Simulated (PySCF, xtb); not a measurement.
**Relative energy of two structures of BCaGaH2**

Structure X: `[BH]1[Ca][GaH]1`, a singlet. Structure Y: a triplet given by its coordinates. Both are isolated molecules in the gas phase, relaxed with B3LYP-D3(BJ)/def2-SVP.

X (Å):

```yaml
atoms:
  - { symbol: B, position_ang: [1.1572, -0.0919, 2.4411] }
  - { symbol: Ca, position_ang: [0.8752, 0.0094, 4.8525] }
  - { symbol: Ga, position_ang: [2.3815, -1.5783, 2.7037] }
  - { symbol: H, position_ang: [1.4329, 1.0982, 2.5709] }
  - { symbol: H, position_ang: [2.7362, -3.0942, 2.4816] }
```

Y (Å):

```yaml
atoms:
  - { symbol: B, position_ang: [-0.1004, -0.1642, 2.2201] }
  - { symbol: Ca, position_ang: [0.2878, 1.1224, 0.1584] }
  - { symbol: Ga, position_ang: [1.9996, 0.2181, 2.6637] }
  - { symbol: H, position_ang: [-1.1163, -0.0709, 1.5144] }
  - { symbol: H, position_ang: [-0.2933, -0.8089, 3.2379] }
```

Close contacts (Å): B1–Ca2 2.46, B1–Ga3 2.18, Ca2–Ga3 3.17, B1–H4 1.24, B1–H5 1.22, Ca2–H4 2.29.

Task: Which of the two would you expect CCSD(T)/def2-SVP electronic energies to favour?

Result: Structure Y; the calculation gives E(Y) − E(X) = −44.1 kJ/mol.

Level by level:

```json
{"level": "B3LYP-D3(BJ)/def2-SVP", "geometry": "B3LYP-D3(BJ)/def2-SVP", "E(Y) − E(X) (kJ/mol)": "−70.4", "departure from the last row (kJ/mol)": "−26.3", "job, with rough time for the two": "optimisation, 2.9 min"}
{"level": "HF/def2-SVP", "geometry": "B3LYP-D3(BJ)/def2-SVP", "E(Y) − E(X) (kJ/mol)": "−167.6", "departure from the last row (kJ/mol)": "−123.5", "job, with rough time for the two": "part of the CCSD(T) run"}
{"level": "MP2/def2-SVP", "geometry": "B3LYP-D3(BJ)/def2-SVP", "E(Y) − E(X) (kJ/mol)": "−35.9", "departure from the last row (kJ/mol)": "+8.2", "job, with rough time for the two": "part of the CCSD(T) run"}
{"level": "CCSD(T)/def2-SVP", "geometry": "B3LYP-D3(BJ)/def2-SVP", "E(Y) − E(X) (kJ/mol)": "−44.1", "departure from the last row (kJ/mol)": "", "job, with rough time for the two": "single point, 83 s"}
```

None of the levels shown reverses the order. The largest departure from CCSD(T)/def2-SVP is that of HF/def2-SVP, 123.5 kJ/mol. Levels run at GFN2-xTB geometries aren't shown. The triplet state of Y needn't be its ground state.

With thermal terms from frequencies at re-optimised GFN2-xTB minima (ideal gas, soft modes damped towards free rotors, one conformer each, 298.15 K, 1 atm): on the last row, ΔE + ΔZPE = −33.6, ΔH = −33.9, ΔG = −34.2 kJ/mol.

The T1 diagnostic of structure X is large, so the coupled-cluster value is less sure. Open shells are spin-unrestricted. The correlated steps freeze 15 core orbitals; the filled d shell of Ga is correlated; the last core shell of Ca is correlated, in a basis made for valence electrons. ΔG holds the spin degeneracy. Programs: PySCF 2.14.0, xtb 6.7.1; the last row on 2 threads of Arm Neoverse V2 on a shared host.
